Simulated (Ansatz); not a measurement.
Reaction (redistribution): `C[SiH2]C[SiH2]F` + `CB(C)C` → `CB(C)[SiH2]F` + `CC[SiH2]C`

Gas-phase electronic energies from Ansatz, PBE0-D4/def2-TZVP geometries. CBS: MP2 limit from def2 TZ/QZ plus the TZ coupled-cluster correction, frozen cores. One conformer a species, not always the lowest.

```csv
species,HF/CBS(def2) energy (Eh)
`C[SiH2]C[SiH2]F`,-758.50150
`CB(C)C`,-143.60755
`CB(C)[SiH2]F`,-493.62773
`CC[SiH2]C`,-408.44499
```

**Question.** Work out ΔE.

**Answer.** ΔE = (-493.62773) + (-408.44499) − (-758.50150) − (-143.60755) = 0.03633 Eh = +95.4 kJ/mol. CCSD(T)/CBS gives +95.5 kJ/mol.

Largest T1 diagnostic among the species: 0.011.

From PBE to PBE0 (25 % exact exchange), in def2-TZVPP and without D4, ΔE moves by +5.1 kJ/mol.
